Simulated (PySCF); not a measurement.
C7H9FNP.
Numbering: `[F:1][CH:2]1[CH2:3][P:4]([n:5]2[cH:6][cH:7][cH:8][cH:9]2)[CH2:10]1` (hydrogens: H11 on C2; H12, H13 on C3; H14 on C6; H15 on C7; H16 on C8; H17 on C9; H18, H19 on C10)

The same species was optimised twice, with GFN2-xTB and with PBE0-D3(BJ)/def2-SVP (PySCF), and the same property calculations (PySCF, gas phase) were run on both structures.

```csv
coordinate,GFN2-xTB,PBE0-D3(BJ)/def2-SVP,change
P4–N5 (Å),1.715,1.747,+0.032
C6–C7 (Å),1.360,1.374,+0.014
C8–C9 (Å),1.361,1.374,+0.013
C7–C8 (Å),1.415,1.425,+0.010
C3–P4 (Å),1.887,1.878,-0.009
P4–C10 (Å),1.887,1.879,-0.008
N5–C9 (Å),1.374,1.380,+0.006
N5–C6 (Å),1.376,1.381,+0.005
F1–C2 (Å),1.378,1.374,-0.004
C2–C10 (Å),1.531,1.533,+0.002
C2–C3 (Å),1.531,1.532,+0.001
P4–N5–C9 (°),130.3,129.1,-1.2
C3–P4–N5 (°),101.3,102.4,+1.1
N5–P4–C10 (°),101.3,102.3,+1.0
C6–N5–C9 (°),107.8,108.5,+0.7
C3–P4–C10 (°),75.8,76.4,+0.6
P4–N5–C6 (°),121.9,122.4,+0.5
C2–C10–P4 (°),92.1,91.7,-0.4
N5–C6–C7 (°),109.0,108.6,-0.4
C3–P4–N5–C6 (°),141,140,-1
```

Rotational constants: A = 2494, B = 778.6, C = 663.6 MHz (GFN2-xTB) against A = 2502, B = 761.6, C = 652.2 MHz (PBE0-D3(BJ)/def2-SVP).

On the GFN2-xTB structure: HOMO (eV) -6.36 [PBE0/pcSseg-1]; LUMO (eV) 0.00 [PBE0/pcSseg-1]; dipole (D) 1.61 [PBE0/pcSseg-1]; GIAO shielding of F1 (ppm) 334.9 [PBE0/pcSseg-1]; GIAO shielding of C2 (ppm) 99.5 [PBE0/pcSseg-1]; GIAO shielding of C3/C10 (mean) (ppm) 144.1 [PBE0/pcSseg-1]; GIAO shielding of P4 (ppm) 332.7 [PBE0/pcSseg-1]; GIAO shielding of N5 (ppm) 78.7 [PBE0/pcSseg-1]; GIAO shielding of C6/C9 (mean) (ppm) 58.4 [PBE0/pcSseg-1]; GIAO shielding of C7/C8 (mean) (ppm) 68.3 [PBE0/pcSseg-1].

What do these properties become on the PBE0-D3(BJ)/def2-SVP structure?

```json
{"property": "HOMO (eV)", "level": "PBE0/pcSseg-1", "on GFN2-xTB": "-6.36", "on PBE0-D3(BJ)/def2-SVP": "-6.31", "change": "+0.05"}
{"property": "LUMO (eV)", "level": "PBE0/pcSseg-1", "on GFN2-xTB": "0.00", "on PBE0-D3(BJ)/def2-SVP": "0.02", "change": "+0.02"}
{"property": "dipole (D)", "level": "PBE0/pcSseg-1", "on GFN2-xTB": "1.61", "on PBE0-D3(BJ)/def2-SVP": "1.71", "change": "+0.10"}
{"property": "energy, GFN2-xTB geometry as zero (kcal/mol)", "level": "PBE0/pcSseg-1", "on GFN2-xTB": "0.0", "on PBE0-D3(BJ)/def2-SVP": "-0.8", "change": "-0.8"}
{"property": "GIAO shielding of F1 (ppm)", "level": "PBE0/pcSseg-1", "on GFN2-xTB": "334.9", "on PBE0-D3(BJ)/def2-SVP": "332.1", "change": "-2.8"}
{"property": "GIAO shielding of C2 (ppm)", "level": "PBE0/pcSseg-1", "on GFN2-xTB": "99.5", "on PBE0-D3(BJ)/def2-SVP": "100.0", "change": "+0.5"}
{"property": "GIAO shielding of C3/C10 (mean) (ppm)", "level": "PBE0/pcSseg-1", "on GFN2-xTB": "144.1", "on PBE0-D3(BJ)/def2-SVP": "143.7", "change": "-0.4"}
{"property": "GIAO shielding of P4 (ppm)", "level": "PBE0/pcSseg-1", "on GFN2-xTB": "332.7", "on PBE0-D3(BJ)/def2-SVP": "315.5", "change": "-17.2"}
{"property": "GIAO shielding of N5 (ppm)", "level": "PBE0/pcSseg-1", "on GFN2-xTB": "78.7", "on PBE0-D3(BJ)/def2-SVP": "71.5", "change": "-7.2"}
{"property": "GIAO shielding of C6/C9 (mean) (ppm)", "level": "PBE0/pcSseg-1", "on GFN2-xTB": "58.4", "on PBE0-D3(BJ)/def2-SVP": "56.5", "change": "-1.9"}
{"property": "GIAO shielding of C7/C8 (mean) (ppm)", "level": "PBE0/pcSseg-1", "on GFN2-xTB": "68.3", "on PBE0-D3(BJ)/def2-SVP": "66.3", "change": "-2.0"}
```

The heavy atoms differ by 0.029 Å rms after alignment. Among bonds between heavy atoms P4–N5 changes most (+0.032 Å). Changes are differences of the printed values. Neither structure is proved a minimum here.

Shape of the structure used: `[F:1][CH:2]1[CH2:3][P:4]([n:5]2[cH:6][cH:7][cH:8][cH:9]2)[CH2:10]1`: C3–P4–N5–C6 140°.
